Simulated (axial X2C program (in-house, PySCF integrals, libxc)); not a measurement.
**Bond lengths and stretching modes, held linear, of MoOH⁺**

Computed with an in-house all-electron X2C program for linear molecules (integrals from PySCF): two-component X2C with atomic mean-field Coulomb and Gaunt terms, Gaussian nuclei, basis Mo dyall-v3z, O dyall-av3z, H dyall-v3z with contracted cores. Spin-free rows use the one-electron spin-free X2C Hamiltonian.

Masses Mo 97.905, O 15.995, H 1.008 u. States: 2c Ω = 1 (beyond evenly filled blocks: ω = -3/2, ω = 5/2); spin-free M_S = 2, Λ = 1 (beyond evenly filled blocks: σα, π+α, δ+α, δ-α).

HF, spin-free: energies above the lowest point

```json
{"r(Mo–O) (Å)": "1.7570", "r(O–H) (Å)": "0.9409", "E (meV)": "118.89"}
{"r(Mo–O) (Å)": "1.7570", "r(O–H) (Å)": "0.9650", "E (meV)": "132.05"}
{"r(Mo–O) (Å)": "1.7570", "r(O–H) (Å)": "0.9891", "E (meV)": "174.91"}
{"r(Mo–O) (Å)": "1.8020", "r(O–H) (Å)": "0.9409", "E (meV)": "24.08"}
{"r(Mo–O) (Å)": "1.8020", "r(O–H) (Å)": "0.9650", "E (meV)": "38.63"}
{"r(Mo–O) (Å)": "1.8020", "r(O–H) (Å)": "0.9891", "E (meV)": "82.93"}
{"r(Mo–O) (Å)": "1.8020", "r(O–H) (Å)": "1.0132", "E (meV)": "152.34"}
{"r(Mo–O) (Å)": "1.8470", "r(O–H) (Å)": "0.9409", "E (meV)": "0.00"}
{"r(Mo–O) (Å)": "1.8470", "r(O–H) (Å)": "0.9650", "E (meV)": "15.65"}
{"r(Mo–O) (Å)": "1.8470", "r(O–H) (Å)": "0.9891", "E (meV)": "61.07"}
{"r(Mo–O) (Å)": "1.8921", "r(O–H) (Å)": "0.9650", "E (meV)": "50.00"}
{"r(Mo–O) (Å)": "1.8921", "r(O–H) (Å)": "1.0132", "E (meV)": "167.66"}
```

Question: Fit a quadratic surface with cubic terms in each bond: where is the minimum, and what are the two stretching wavenumbers?

Answer: At HF, spin-free: bonds 1.842 and 0.941 Å; harmonic stretches 736.8 and 4096.6 cm⁻¹; force constants 4.63, 9.38 and coupling 0.17 mdyn/Å.

The other levels and Hamiltonians give:

```tsv
Hamiltonian	level	r(Mo–O) (Å)	r(O–H) (Å)	lower stretch (cm⁻¹)	upper stretch (cm⁻¹)
2c	PBE0	1.801	0.964	772.9	3819.3
2c	HF	1.841	0.941	737.3	4097.4
2c	B3LYP	1.813	0.967	765.4	3767.0
2c	MP2	1.793	0.970	792.8	3757.5
spin-free	PBE0	1.802	0.964	771.8	3818.5
spin-free	B3LYP	1.814	0.967	764.7	3766.4
spin-free	MP2	1.793	0.970	792.3	3756.9
```

Each state is one determinant, the lowest of a limited PBE0 search; the stretches come from a fit to these few points and carry an uncertainty of a few per cent. Other orders of the atoms were not compared. MP2 freezes inner shells (threshold -2 hartree). The molecule was held linear; bending was not examined, so a bent shape may lie lower. Open-shell Ω = 0 determinants with evenly filled partner blocks cannot be reached by this program, so the Ω shown need not be the lowest component. Note: functional without a current term on a determinant with orbital currents, of the molecule or an atom. Note: several unpaired electrons, one determinant need not be a pure state.
